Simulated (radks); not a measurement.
Results of a calculation; reference values are marked as such.
Problem. The mean radii <r> (bohr) of the occupied orbitals of an atom or ion are listed with their occupations. Level of theory: scalar-relativistic Kohn-Sham, LDA (Slater exchange, Perdew-Wang correlation), spin-polarised, spherical densities, point nucleus (a radial shooting solver on a logarithmic mesh with Libxc functionals).

| orbital | occ. | <r> |
|---|---|---|
| 1s down | 1 | 0.02276 |
| 1s up | 1 | 0.02276 |
| 2s up | 1 | 0.09707 |
| 2s down | 1 | 0.09707 |
| 2p up | 3 | 0.08550 |
| 2p down | 3 | 0.08550 |
| 3s up | 1 | 0.2553 |
| 3s down | 1 | 0.2552 |
| 3p up | 3 | 0.2536 |
| 3p down | 3 | 0.2534 |
| 3d up | 5 | 0.2312 |
| 3d down | 5 | 0.2309 |
| 4s up | 1 | 0.5797 |
| 4s down | 1 | 0.5796 |
| 4p up | 3 | 0.6139 |
| 4p down | 3 | 0.6139 |
| 4d up | 5 | 0.6714 |
| 4d down | 5 | 0.6722 |
| 5s up | 1 | 1.400 |
| 5s down | 1 | 1.420 |
| 5p up | 3 | 1.636 |
| 5p down | 3 | 1.670 |
| 4f up | 6 | 0.9731 |

Name the element and its charge. Open shells, if any, are filled with parallel spins first.

Solution. Z = 62, samarium, charge +2: Sm2+ in [Xe] 4f6. The 1s radius gives Z: for a bare nucleus <r> = (2 gamma + 1)/(2Z) with gamma = sqrt(1 - (Z/c)^2), 0.02245 bohr for Z = 62, and screening makes it slightly larger (0.02276 here). The occupations add up to 60, and the charge is Z minus that.
